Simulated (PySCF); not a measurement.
From one molecule to another.

First species: C6H12O2Si.
SMILES: `O([C@H]([SiH2]C=C=O)CC)C`

Second species: C₆H₁₂O₂Si.
SMILES: `COC[C@@H]1C[C@]1([SiH3])C=O`

Levels: PBE0/pcSseg-1 for dipole moment, HOMO energy, LUMO energy and HOMO–LUMO gap; GFN2-xTB for rotational constant A and rotational constant C. Geometries: GFN2-xTB. All species are isolated and taken at one optimised geometry, non-relativistic unless stated; the electronic structure was computed with PySCF and density fitting.

Dipoles, sizes and rotational constants follow the conformer. The torsions of the flexible species, by atom-mapped SMILES:
- `[CH3:1][CH2:2][C@H:3]([O:4][CH3:5])[SiH2:6][CH:7]=[C:8]=[O:9]`: C1–C2–C3–O4 60°, C2–C3–O4–C5 80°, C2–C3–Si6–C7 -162°, C3–Si6–C7–C8 -7°
- `[CH3:1][O:2][CH2:3][C@@H:4]1[CH2:5][C@:6]1([SiH3:7])[CH:8]=[O:9]`: C1–O2–C3–C4 71°, O2–C3–C4–C5 -105°, C5–C6–C8–O9 152°

Values for the first species:

- Dipole moment: 1.28 D
- HOMO energy: -6.97 eV
- LUMO energy: -0.78 eV
- HOMO–LUMO gap: 6.19 eV
- Rotational constant A: 1.938 GHz
- Rotational constant C: 0.716 GHz

Problem. Estimate the same properties for the second species, and the change in each.

Solution. 
```csv
property,first,second,second less first
dipole moment,1.28 D,3.37 D,+2.09 D
HOMO energy,-6.97 eV,-7.49 eV,-0.52 eV
LUMO energy,-0.78 eV,-0.86 eV,-0.08 eV
HOMO–LUMO gap,6.19 eV,6.63 eV,+0.44 eV
rotational constant A,1.938 GHz,2.614 GHz,+0.676 GHz
rotational constant C,0.716 GHz,0.645 GHz,-0.071 GHz
```

On the first: In atomic units the dipole is 0.51 e·bohr (1 au = 2.5417 D).

On the second: The dipole equals about 11.3 × 10⁻³⁰ C·m (1 D = 3.33564 × 10⁻³⁰ C·m).
